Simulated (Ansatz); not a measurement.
```yaml
crystal:
  periodic: [false, false, false]
  atoms:
    - {symbol: Cd, position_ang: [0.781482, -0.739794, -0.019559]}
    - {symbol: Cd, position_ang: [-2.264184, 2.149232, 0.061995]}
    - {symbol: F, position_ang: [-0.666469, 0.650224, 0.033612]}
    - {symbol: F, position_ang: [2.149181, -2.059662, -0.076058]}
basis:
  gaussian: {orbitals: STO-3G}
total_charge: 1
magnetization: {spin_polarized: true, initial_magnetization: 1}
hamiltonian: {xc: {name: r2SCAN}}
output: {forces: true}
```

```sh
$ ansatz run in.yaml --threads 4 --pin off --events-out ev --progress --plain --max-ram 3916MiB
```

Shortened log:

```
Functional definition: r2SCAN
860 factors; integrals over basis functions are off by at most 6.5e-4 eV
mean field evaluation 1: about -299952.0958 eV, gradient 4.6e1 eV
mean field evaluation 2: about -299521.7672 eV, gradient 1.2e2 eV
mean field evaluation 4: about -299938.3553 eV, gradient 7.8e1 eV
mean field evaluation 8: about -299978.5540 eV, gradient 9.1e-1 eV
mean field evaluation 16: about -299978.4081 eV, gradient 6.9e-4 eV
mean field -299978.40814197 eV, -11024.0031665493 hartree, gradient 6.4e-5 eV, S^2 0.752085; 2 other end points of the search recorded, 0 dependent functions left out
reference -299978.40814897 eV, -11024.0031668067 hartree; 57, 56 occupied and 7, 8 virtual orbitals, 860 factors
Total energy: -299978.40814897 eV, -11024.0031668067 hartree
Atom 0 at     0.781482    -0.739794    -0.019559 Å, force     0.331578    -0.346669    -0.037672 eV/Å
Atom 1 at    -2.264184     2.149232     0.061995 Å, force     2.140253    -2.013023    -0.042361 eV/Å
Atom 2 at    -0.666469     0.650224     0.033612 Å, force     0.228106    -0.250576    -0.035779 eV/Å
Atom 3 at     2.149181    -2.059662    -0.076058 Å, force    -2.699937     2.610268     0.115812 eV/Å
Dipole moment:    -0.741109     0.706633     0.023097 e Å
```

Hardware: 4 threads of Arm Neoverse V1 on a shared host. Wall time 5.5 s.

The dipole of an ion depends on the origin.
